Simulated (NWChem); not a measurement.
# BO (+1) in NWChem

```xyz
2

B      0.0000     0.0000     0.7428
O      0.0000     0.0000    -0.4643
```
Charge +1, spin multiplicity 1.

All runs are NWChem calculations. The geometry was optimised at PBE/def2-SVP, a minimum by its harmonic frequencies.

Symmetry labels belong to the abelian group C2v used in the runs, with the axes of the coordinates shown; states degenerate in a higher group split over its labels.

B3LYP has NWChem's definition, with VWN1-RPA local correlation. The spin multiplicity of the parent species was assumed, not shown to be that of its ground state. The structure started from a generated list of species.

Q: List the lowest 3 singlet excitations that TD-B3LYP/aug-cc-pVDZ, VWN1-RPA local correlation gives, with oscillator strengths.

A: 
```csv
state,symmetry,energy (eV),wavelength (nm),f
1,b2,1.34,923,0.005
2,b1,1.34,923,0.005
3,a1,3.89,319,0.031
```
